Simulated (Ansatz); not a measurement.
Ansatz (a program for electronic structure) input (HF/6-31G*):

Ansatz 0.2 input:
```yaml
crystal:
  periodic: [false, false, false]
  atoms:
    - {symbol: C, position_ang: [-2.05833932, -0.30158384, 0.18682260]}
    - {symbol: Si, position_ang: [-0.27978177, -0.29726890, -0.43935404]}
    - {symbol: S, position_ang: [0.87303885, -1.32520256, 1.05892514]}
    - {symbol: S, position_ang: [0.44903847, 1.69062714, -0.85685337]}
    - {symbol: H, position_ang: [-2.71127212, 0.17336914, -0.53757510]}
    - {symbol: H, position_ang: [-2.14514293, 0.23844987, 1.12591372]}
    - {symbol: H, position_ang: [-2.40725796, -1.31682400, 0.34804125]}
    - {symbol: H, position_ang: [2.07070540, -1.18694549, 0.50309968]}
    - {symbol: H, position_ang: [0.30671145, 2.21642494, 0.35739289]}
basis:
  gaussian:
    orbitals: 6-31G*
hamiltonian:
  xc: {name: HF}
magnetization: {spin_polarized: true, initial_magnetization: 1}
phonons: {temperatures: {t_min: 298.15, t_max: 298.15, t_step: 100}}
```

Output:

```
Functional definition: HF
integrals: 0.03 GiB planned
858 factors; integrals over basis functions are off by at most 5.4e-4 eV
mean field: 0.43 GiB planned
mean field evaluation 1: about -30603.5219 eV, gradient 1.7e1 eV
mean field evaluation 2: about -30603.5976 eV, gradient 1.7e1 eV
mean field evaluation 4: about -30605.9097 eV, gradient 2.1e0 eV
mean field evaluation 8: about -30605.9764 eV, gradient 2.7e-1 eV
mean field -30605.97872696 eV, -1124.7489727385 hartree, gradient 3.0e-5 eV, S^2 0.754102; 0 other end points of the search recorded, 0 dependent functions left out
the calculation of the forces begins
reference -30605.97872696 eV, -1124.7489727385 hartree; 29, 28 occupied and 53, 54 virtual orbitals, 858 factors
these checks for a lower state are left out or cut short: stability, starts, cluster_reference, orbital_swaps, neighbouring_geometries, increment
integrals: 0.03 GiB planned
858 factors; integrals over basis functions are off by at most 5.4e-4 eV
mean field: 0.43 GiB planned
mean field evaluation 16: about -30605.9785 eV, gradient 8.2e-2 eV
mean field -30605.97858909 eV, -1124.7489676718 hartree, gradient 2.5e-6 eV, S^2 0.754102; 0 other end points of the search recorded, 0 dependent functions left out
the calculation of the forces begins
reference -30605.97858909 eV, -1124.7489676718 hartree; 29, 28 occupied and 53, 54 virtual orbitals, 858 factors
these checks for a lower state are left out or cut short: stability, starts, cluster_reference, orbital_swaps, neighbouring_geometries, increment
integrals: 0.03 GiB planned
858 factors; integrals over basis functions are off by at most 5.4e-4 eV
mean field: 0.43 GiB planned
mean field -30605.97859219 eV, -1124.7489677856 hartree, gradient 2.7e-6 eV, S^2 0.754102; 0 other end points of the search recorded, 0 dependent functions left out
the calculation of the forces begins
reference -30605.97859219 eV, -1124.7489677856 hartree; 29, 28 occupied and 53, 54 virtual orbitals, 858 factors
these checks for a lower state are left out or cut short: stability, starts, cluster_reference, orbital_swaps, neighbouring_geometries, increment
integrals: 0.03 GiB planned
858 factors; integrals over basis functions are off by at most 5.4e-4 eV
mean field: 0.43 GiB planned
mean field evaluation 32: about -30605.9785 eV, gradient 2.5e-6 eV
mean field -30605.97854367 eV, -1124.7489660024 hartree, gradient 2.5e-6 eV, S^2 0.754104; 0 other end points of the search recorded, 0 dependent functions left out
the calculation of the forces begins
reference -30605.97854367 eV, -1124.7489660024 hartree; 29, 28 occupied and 53, 54 virtual orbitals, 858 factors
these checks for a lower state are left out or cut short: stability, starts, cluster_reference, orbital_swaps, neighbouring_geometries, increment
integrals: 0.03 GiB planned
858 factors; integrals over basis functions are off by at most 5.4e-4 eV
mean field: 0.43 GiB planned
mean field -30605.97855751 eV, -1124.7489665110 hartree, gradient 2.6e-6 eV, S^2 0.754101; 0 other end points of the search recorded, 0 dependent functions left out
the calculation of the forces begins
reference -30605.97855751 eV, -1124.7489665110 hartree; 29, 28 occupied and 53, 54 virtual orbitals, 858 factors
these checks for a lower state are left out or cut short: stability, starts, cluster_reference, orbital_swaps, neighbouring_geometries, increment
integrals: 0.03 GiB planned
858 factors; integrals over basis functions are off by at most 5.4e-4 eV
mean field: 0.43 GiB planned
mean field -30605.97855522 eV, -1124.7489664271 hartree, gradient 2.5e-6 eV, S^2 0.754103; 0 other end points of the search recorded, 0 dependent functions left out
the calculation of the forces begins
reference -30605.97855522 eV, -1124.7489664271 hartree; 29, 28 occupied and 53, 54 virtual orbitals, 858 factors
these checks for a lower state are left out or cut short: stability, starts, cluster_reference, orbital_swaps, neighbouring_geometries, increment
integrals: 0.03 GiB planned
858 factors; integrals over basis functions are off by at most 5.4e-4 eV
mean field: 0.43 GiB planned
mean field -30605.97855901 eV, -1124.7489665662 hartree, gradient 2.3e-6 eV, S^2 0.754101; 0 other end points of the search recorded, 0 dependent functions left out
the calculation of the forces begins
reference -30605.97855901 eV, -1124.7489665662 hartree; 29, 28 occupied and 53, 54 virtual orbitals, 858 factors
these checks for a lower state are left out or cut short: stability, starts, cluster_reference, orbital_swaps, neighbouring_geometries, increment
integrals: 0.03 GiB planned
858 factors; integrals over basis functions are off by at most 5.4e-4 eV
mean field: 0.43 GiB planned
mean field -30605.97864401 eV, -1124.7489696900 hartree, gradient 3.5e-6 eV, S^2 0.754104; 0 other end points of the search recorded, 0 dependent functions left out
[...]
the calculation of the forces begins
reference -30605.97870844 eV, -1124.7489720576 hartree; 29, 28 occupied and 53, 54 virtual orbitals, 858 factors
these checks for a lower state are left out or cut short: stability, starts, cluster_reference, orbital_swaps, neighbouring_geometries, increment
integrals: 0.03 GiB planned
858 factors; integrals over basis functions are off by at most 5.4e-4 eV
mean field: 0.43 GiB planned
mean field -30605.97864743 eV, -1124.7489698156 hartree, gradient 2.8e-6 eV, S^2 0.754102; 0 other end points of the search recorded, 0 dependent functions left out
the calculation of the forces begins
reference -30605.97864743 eV, -1124.7489698156 hartree; 29, 28 occupied and 53, 54 virtual orbitals, 858 factors
these checks for a lower state are left out or cut short: stability, starts, cluster_reference, orbital_swaps, neighbouring_geometries, increment
integrals: 0.03 GiB planned
858 factors; integrals over basis functions are off by at most 5.4e-4 eV
mean field: 0.43 GiB planned
mean field -30605.97864800 eV, -1124.7489698366 hartree, gradient 2.9e-6 eV, S^2 0.754103; 0 other end points of the search recorded, 0 dependent functions left out
the calculation of the forces begins
reference -30605.97864800 eV, -1124.7489698366 hartree; 29, 28 occupied and 53, 54 virtual orbitals, 858 factors
these checks for a lower state are left out or cut short: stability, starts, cluster_reference, orbital_swaps, neighbouring_geometries, increment
integrals: 0.03 GiB planned
858 factors; integrals over basis functions are off by at most 5.4e-4 eV
mean field: 0.43 GiB planned
mean field -30605.97872439 eV, -1124.7489726437 hartree, gradient 1.6e-6 eV, S^2 0.754102; 0 other end points of the search recorded, 0 dependent functions left out
the calculation of the forces begins
reference -30605.97872439 eV, -1124.7489726437 hartree; 29, 28 occupied and 53, 54 virtual orbitals, 858 factors
these checks for a lower state are left out or cut short: stability, starts, cluster_reference, orbital_swaps, neighbouring_geometries, increment
integrals: 0.03 GiB planned
858 factors; integrals over basis functions are off by at most 5.4e-4 eV
mean field: 0.43 GiB planned
mean field evaluation 288: about -30605.9787 eV, gradient 5.4e-5 eV
mean field -30605.97872279 eV, -1124.7489725849 hartree, gradient 1.7e-6 eV, S^2 0.754102; 0 other end points of the search recorded, 0 dependent functions left out
the calculation of the forces begins
reference -30605.97872279 eV, -1124.7489725849 hartree; 29, 28 occupied and 53, 54 virtual orbitals, 858 factors
these checks for a lower state are left out or cut short: stability, starts, cluster_reference, orbital_swaps, neighbouring_geometries, increment
integrals: 0.03 GiB planned
858 factors; integrals over basis functions are off by at most 5.4e-4 eV
mean field: 0.43 GiB planned
mean field -30605.97870811 eV, -1124.7489720457 hartree, gradient 2.4e-6 eV, S^2 0.754104; 0 other end points of the search recorded, 0 dependent functions left out
the calculation of the forces begins
reference -30605.97870811 eV, -1124.7489720457 hartree; 29, 28 occupied and 53, 54 virtual orbitals, 858 factors
these checks for a lower state are left out or cut short: stability, starts, cluster_reference, orbital_swaps, neighbouring_geometries, increment
integrals: 0.03 GiB planned
858 factors; integrals over basis functions are off by at most 5.4e-4 eV
mean field: 0.43 GiB planned
mean field -30605.97870427 eV, -1124.7489719043 hartree, gradient 2.5e-6 eV, S^2 0.754101; 0 other end points of the search recorded, 0 dependent functions left out
the calculation of the forces begins
reference -30605.97870427 eV, -1124.7489719043 hartree; 29, 28 occupied and 53, 54 virtual orbitals, 858 factors
these checks for a lower state are left out or cut short: stability, starts, cluster_reference, orbital_swaps, neighbouring_geometries, increment
integrals: 0.03 GiB planned
858 factors; integrals over basis functions are off by at most 5.4e-4 eV
mean field: 0.43 GiB planned
mean field -30605.97872525 eV, -1124.7489726754 hartree, gradient 2.1e-6 eV, S^2 0.754102; 0 other end points of the search recorded, 0 dependent functions left out
the calculation of the forces begins
reference -30605.97872525 eV, -1124.7489726754 hartree; 29, 28 occupied and 53, 54 virtual orbitals, 858 factors
these checks for a lower state are left out or cut short: stability, starts, cluster_reference, orbital_swaps, neighbouring_geometries, increment
integrals: 0.03 GiB planned
858 factors; integrals over basis functions are off by at most 5.4e-4 eV
mean field: 0.43 GiB planned
mean field -30605.97872432 eV, -1124.7489726411 hartree, gradient 2.0e-6 eV, S^2 0.754102; 0 other end points of the search recorded, 0 dependent functions left out
the calculation of the forces begins
reference -30605.97872432 eV, -1124.7489726411 hartree; 29, 28 occupied and 53, 54 virtual orbitals, 858 factors
these checks for a lower state are left out or cut short: stability, starts, cluster_reference, orbital_swaps, neighbouring_geometries, increment
integrals: 0.03 GiB planned
858 factors; integrals over basis functions are off by at most 5.4e-4 eV
mean field: 0.43 GiB planned
mean field evaluation 320: about -30605.9787 eV, gradient 1.9e-6 eV
mean field -30605.97870468 eV, -1124.7489719196 hartree, gradient 1.9e-6 eV, S^2 0.754108; 0 other end points of the search recorded, 0 dependent functions left out
the calculation of the forces begins
reference -30605.97870468 eV, -1124.7489719196 hartree; 29, 28 occupied and 53, 54 virtual orbitals, 858 factors
these checks for a lower state are left out or cut short: stability, starts, cluster_reference, orbital_swaps, neighbouring_geometries, increment
integrals: 0.03 GiB planned
858 factors; integrals over basis functions are off by at most 5.4e-4 eV
mean field: 0.43 GiB planned
mean field -30605.97870897 eV, -1124.7489720772 hartree, gradient 1.8e-6 eV, S^2 0.754097; 0 other end points of the search recorded, 0 dependent functions left out
the calculation of the forces begins
reference -30605.97870897 eV, -1124.7489720772 hartree; 29, 28 occupied and 53, 54 virtual orbitals, 858 factors
these checks for a lower state are left out or cut short: stability, starts, cluster_reference, orbital_swaps, neighbouring_geometries, increment
integrals: 0.03 GiB planned
858 factors; integrals over basis functions are off by at most 5.4e-4 eV
mean field: 0.43 GiB planned
mean field -30605.97864668 eV, -1124.7489697880 hartree, gradient 1.9e-6 eV, S^2 0.754105; 0 other end points of the search recorded, 0 dependent functions left out
the calculation of the forces begins
reference -30605.97864668 eV, -1124.7489697880 hartree; 29, 28 occupied and 53, 54 virtual orbitals, 858 factors
these checks for a lower state are left out or cut short: stability, starts, cluster_reference, orbital_swaps, neighbouring_geometries, increment
integrals: 0.03 GiB planned
858 factors; integrals over basis functions are off by at most 5.3e-4 eV
mean field: 0.43 GiB planned
mean field -30605.97865156 eV, -1124.7489699675 hartree, gradient 1.9e-6 eV, S^2 0.754099; 0 other end points of the search recorded, 0 dependent functions left out
the calculation of the forces begins
reference -30605.97865156 eV, -1124.7489699675 hartree; 29, 28 occupied and 53, 54 virtual orbitals, 858 factors
Total energy: -30605.97872696 eV, -1124.7489727385 hartree
Atom 0 at    -2.058339    -0.301584     0.186823 Å, force    -0.000533    -0.002965    -0.000663 eV/Å
Atom 1 at    -0.279782    -0.297269    -0.439354 Å, force    -0.000782     0.001465     0.001357 eV/Å
Atom 2 at     0.873039    -1.325203     1.058925 Å, force     0.001011    -0.001206    -0.000659 eV/Å
Atom 3 at     0.449038     1.690627    -0.856853 Å, force    -0.000037     0.000944     0.000367 eV/Å
Atom 4 at    -2.711272     0.173369    -0.537575 Å, force     0.000153     0.000482     0.000479 eV/Å
Atom 5 at    -2.145143     0.238450     1.125914 Å, force     0.000426     0.000752    -0.000795 eV/Å
Atom 6 at    -2.407258    -1.316824     0.348041 Å, force    -0.000191     0.001048     0.000248 eV/Å
Atom 7 at     2.070705    -1.186945     0.503100 Å, force    -0.000228     0.000327     0.000760 eV/Å
Atom 8 at     0.306711     2.216425     0.357393 Å, force     0.000179    -0.000848    -0.001094 eV/Å
Dipole moment:    -0.226459    -0.026579     0.030488 e Å
Vibrations: 127.84 152.38 187.25 204.35 228.91 273.58 467.03 563.40 728.89 785.49 808.63 897.49 930.46 1450.27 1597.83 1599.16 2874.52 2909.11 3196.91 3269.75 3285.79 cm⁻¹, zero-point energy 1.645211 eV
```

The blocks after the first are displaced geometries, from whose forces the wavenumbers follow.
